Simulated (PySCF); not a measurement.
C5H12O2Si.
SMILES: `CO[SiH2]OCC1CC1`

Torsions of this conformer, `[CH3:1][O:2][SiH2:3][O:4][CH2:5][CH:6]1[CH2:7][CH2:8]1`: C1–O2–Si3–O4 63°, O2–Si3–O4–C5 63°, Si3–O4–C5–C6 81°, O4–C5–C6–C7 75°.

The closed-shell ground state was solved at several levels (PySCF, density fitting, gas phase, non-relativistic). Isolated species at its PBE0-D3(BJ)/def2-SVP geometry (one conformer only).

```json
{"level": "PBE0/pcSseg-1", "basis functions": "203", "total energy (Eh)": "-637.1491", "HOMO (eV)": "-8.05", "LUMO (eV)": "1.16", "gap (eV)": "9.21", "dipole (D)": "0.99"}
{"level": "B3LYP/pcSseg-1", "basis functions": "203", "total energy (Eh)": "-637.7063", "HOMO (eV)": "-7.80", "LUMO (eV)": "0.90", "gap (eV)": "8.70", "dipole (D)": "0.99"}
```

(1) Estimate the row for wB97X-D/def2-SVPD, a basis of 266 functions; the other rows only guide the guess.

(2) Over all these levels, which gives the widest orbital gap and which the narrowest?

(3) How far do the dipole and the HOMO energy spread over the levels?

Answers

(1) Total energy -637.2818 Eh, HOMO -10.00 eV, LUMO 2.20 eV, gap 12.20 eV, dipole 0.88 D.

(2) wB97X-D/def2-SVPD (range-separated hybrid) has the widest, 12.20 eV, and B3LYP/pcSseg-1 (global hybrid, 20 % exact exchange) the narrowest, 8.70 eV. Functional and basis both differ between the two, so the spread mixes both effects.

(3) The dipole runs from 0.88 to 0.99 D (mean 0.95 D) and the HOMO from -10.00 to -7.80 eV.

wB97X-D is run here without its empirical dispersion term; that term would change no orbital, density or response property at a fixed geometry.
